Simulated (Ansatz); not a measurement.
A structure relaxed at PBE0-D4/def2-TZVP in Ansatz, charge 0, singlet:

```
atom   x (Å)   y (Å)   z (Å)
 Cd1   1.464  -0.103   0.677
 Cd2  -1.329  -0.150   0.906
 Te3  -0.135   0.253  -1.583
```

(1) Give its formula and point group.

(2) Summarise the bond lengths by kind (pairs closer than 1.2 times the sum of covalent radii, bridged metal pairs left out).

Answers

(1) Cd2Te. Point group C2v (tolerance 0.1 Å).

(2) 2 × Cd–Te 2.79 Å.

In the def2 sets Cd, Te take a core potential; there is no spin–orbit coupling. The restricted singlet is unstable towards broken spin symmetry at other levels; at PBE0-D4/def2-TZVP this wasn't settled. Another isomer (triplet) lies 0.43 eV lower at PBE0-D4/def2-TZVP; other spin states weren't run for this one.
